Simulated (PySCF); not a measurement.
Electric properties by functional and basis

GeF4.
Z-matrix (Å and degrees, PBE0-D3(BJ)/def2-SVP geometry), rows numbered from 1:
```
F 
Ge  1  1.6983
F   2  1.6980  1  109.26
F   2  1.6983  1  109.65  3   120.14
F   2  1.6981  1  109.60  3  -119.99
```

PySCF, dipoles from the SCF density, polarisabilities from static response with core orbitals frozen. Isolated species at its PBE0-D3(BJ)/def2-SVP geometry, gas phase. Relativistic effects, spin–orbit coupling among them, are left out although an element past zinc is present.

Question: How do dipole and polarisability depend on functional and basis here?

Answer: 

| level | α (Å³) | anisotropy (Å³) |
| --- | --- | --- |
| LDA/def2-SVPD | 4.33 | 0.01 |
| PBE/def2-SVPD | 4.33 | 0.01 |
| B3LYP/def2-SVPD | 4.05 | 0.01 |
| PBE0/def2-SVPD | 3.98 | 0.01 |
| BHandHLYP/def2-SVPD | 3.71 | 0.00 |
| CAM-B3LYP/def2-SVPD | 3.99 | 0.01 |
| wB97X-D/def2-SVPD | 3.96 | 0.01 |
| LC-wPBE/def2-SVPD | 3.97 | 0.01 |
| HF/def2-SVPD | 3.30 | 0.00 |
| PBE0/6-31G* | 3.08 | 0.01 |
| PBE0/def2-SVP | 2.89 | 0.01 |
| PBE0/aug-cc-pVDZ | 3.95 | 0.01 |
| PBE0/def2-TZVP | 3.52 | 0.01 |
| PBE0/def2-TZVPD | 4.05 | 0.01 |
| PBE0/aug-cc-pVTZ | 4.03 | 0.01 |

The anisotropy is √(½[(α1 − α2)² + (α2 − α3)² + (α3 − α1)²]). No reference polarisability is at hand; against PBE0 in the largest diffuse basis at hand (aug-cc-pVTZ) the other PBE0 rows deviate by 6-31G* -24%, def2-SVP -28%, aug-cc-pVDZ -2%, def2-SVPD -1%, def2-TZVP -13%, def2-TZVPD +1%. The dipole stays under 0.05 D at every level. In one basis (def2-SVPD) the functionals order the polarisability from HF (lowest) to PBE (highest), a spread of 31%. With PBE0 the polarisability is 3.16 Å³ without diffuse functions (mean of 6-31G*, def2-SVP and def2-TZVP) and 4.00 Å³ with them (mean of aug-cc-pVDZ, def2-SVPD, def2-TZVPD and aug-cc-pVTZ).
